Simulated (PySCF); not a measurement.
Species: CF3OCF3, C₂F₆O.
SMILES with atom numbers: `[F:1][C:2]([F:3])([F:4])[O:5][C:6]([F:7])([F:8])[F:9]`

A GFN2-xTB structure was refined with PBE0-D3(BJ)/def2-SVP geometry optimisation, gas phase (PySCF 2.14.0). Its GFN2-xTB values:

```csv
coordinate,GFN2-xTB
F1–C2,1.326 Å
C2–F3,1.316 Å
C2–O5,1.359 Å
F1–C2–F3,108.5°
F1–C2–F4,107.3°
F1–C2–O5,112.8°
C2–O5–C6,118.9°
F3–C2–O5,107.9°
F1–C2–O5–C6,-44°
C2–O5–C6–F7,78°
```

Problem. How do these coordinates change at the PBE0-D3(BJ)/def2-SVP level?

Solution. 
```json
{"coordinate": "C2–O5", "PBE0-D3(BJ)/def2-SVP (Å or °)": "1.370", "change": "+0.011"}
{"coordinate": "C2–F3", "PBE0-D3(BJ)/def2-SVP (Å or °)": "1.313", "change": "-0.003"}
{"coordinate": "F1–C2", "PBE0-D3(BJ)/def2-SVP (Å or °)": "1.323", "change": "-0.003"}
{"coordinate": "C2–O5–C6", "PBE0-D3(BJ)/def2-SVP (Å or °)": "121.1", "change": "+2.2"}
{"coordinate": "F3–C2–O5", "PBE0-D3(BJ)/def2-SVP (Å or °)": "106.7", "change": "-1.2"}
{"coordinate": "F1–C2–F3", "PBE0-D3(BJ)/def2-SVP (Å or °)": "109.6", "change": "+1.1"}
{"coordinate": "F1–C2–F4", "PBE0-D3(BJ)/def2-SVP (Å or °)": "108.3", "change": "+1.0"}
{"coordinate": "F1–C2–O5", "PBE0-D3(BJ)/def2-SVP (Å or °)": "111.8", "change": "-1.0"}
{"coordinate": "F1–C2–O5–C6", "PBE0-D3(BJ)/def2-SVP (Å or °)": "-45", "change": "-1"}
{"coordinate": "C2–O5–C6–F7", "PBE0-D3(BJ)/def2-SVP (Å or °)": "76", "change": "-2"}
```

The energy falls by 0.031 eV over 8 energy and gradient evaluations, the largest force component goes from 0.0210 to 2.6e-04 Eh/bohr, and the atoms move by 0.036 Å rms after alignment. Among the bonds, C2–O5 and O5–C6 change most and about equally (+0.010 to +0.011 Å). Bonds longer at the end by more than 0.005 Å: 2 of 8; shorter: 1. Rotational constants go from 3020, 1205, 1189 to 2986, 1196, 1182 MHz.

The run used 126 basis functions and 50 SCF cycles in all. Time: 52 s. Hardware: one thread of an Arm Neoverse V1, on a shared host.

Not checked by PBE0-D3(BJ)/def2-SVP frequencies.

The values belong to the conformer `[F:1][C:2]([F:3])([F:4])[O:5][C:6]([F:7])([F:8])[F:9]`: F1–C2–O5–C6 -45°, C2–O5–C6–F7 76°.
